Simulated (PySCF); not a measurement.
AlClFI, SMILES [Al]([I])([F])[Cl].

Geometry optimised at B3LYP-D3(BJ)/def2-SVP. The def2 effective core potentials stand for the cores of I; spin–orbit coupling is left out.

These are C-PCM-M06-2X/def2-SVP (PySCF) values and carry that method's errors.

The values are the electrostatic part of the solvation free energy, E(continuum) − E(gas) at the gas-phase geometry, in a cavity of scaled van der Waals radii (PySCF's table); cavitation and dispersion terms are not included. A continuum can't describe solvent molecules that bind to the metal. In vacuum the orbital gap is 8.50 eV. The dipole moment in vacuum is 0.74 D.

```
solvent             ε  ΔG(elec) (kcal/mol)  dipole (D)  gap (eV)
--------------  -----  -------------------  ----------  --------
water           78.36                  ___         ___       ___
benzene          2.27                 -3.7        0.68      8.63
ethylethanoate   5.99                 -5.6        0.63      8.69
```

What belongs in the gaps? (Estimate from the structure and the level; the computed values follow.)


- water, ΔG(elec) (kcal/mol): -6.7
- water, dipole (D): 0.60
- water, gap (eV): 8.74
